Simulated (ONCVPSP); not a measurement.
## Ranking ONCV potentials for S (Z = 16)

All share these settings but for the change named:

- Element: S
- Generator: ONCVPSP 4.0.1
- Type: optimised norm-conserving Vanderbilt (ONCV)
- Functional: PBE
- Relativity: non-relativistic
- Frozen core: [Ne]
- Valence charge: 6
- Reference configuration: 3s2 3p4
- Partial waves: 3s: rc 1.45 bohr, ncon 4, nbas 7, qcut 4 1/bohr, 2 projectors, debl 3.2 Ha; 3p: rc 1.70 bohr, ncon 4, nbas 7, qcut 5.9 1/bohr, 2 projectors, debl 2 Ha; d scattering state at 0.08 Ha: rc 1.35 bohr, ncon 4, nbas 7, qcut 8.2 1/bohr, 1 projector
- Local potential: polynomial inside 1.25 bohr (lpopt 5, dvloc0 0 Ha)
- Core correction: polynomial model core, fcfact 0.35

Cutoff: the first of the cutoffs (Ha) at which the residual kinetic energy of the hardest occupied pseudo-wave falls to 1 and 0.1 mHa per electron; the density cutoff is not measured.

The base gives 40 Ha.

Of 7 variants that were run, those that failed, showed a ghost or another fault, or gave nearly equal values are left out.

Rank these variants from softest to hardest (loose cutoff).
A. all radii but the core radius scaled by about 0.87 (s 1.26, p 1.48, d 1.18 bohr); local potential polynomial inside 1.08 bohr (lpopt 5, dvloc0 0 Ha)
B. all radii but the core radius scaled by about 1.09 (s 1.58, p 1.86, d 1.48 bohr); local potential polynomial inside 1.36 bohr (lpopt 5, dvloc0 0 Ha)
C. all radii but the core radius scaled by about 1.15 (s 1.66, p 1.96, d 1.56 bohr); local potential polynomial inside 1.44 bohr (lpopt 5, dvloc0 0 Ha)
D. all radii but the core radius scaled by about 1.23 (s 1.78, p 2.08, d 1.66 bohr); local potential polynomial inside 1.54 bohr (lpopt 5, dvloc0 0 Ha)
E. all radii but the core radius scaled by about 1.31 (s 1.90, p 2.22, d 1.78 bohr); local potential polynomial inside 1.64 bohr (lpopt 5, dvloc0 0 Ha)

E (12 Ha), D (18 Ha), A (24 Ha), C (30 Ha), B (35 Ha).
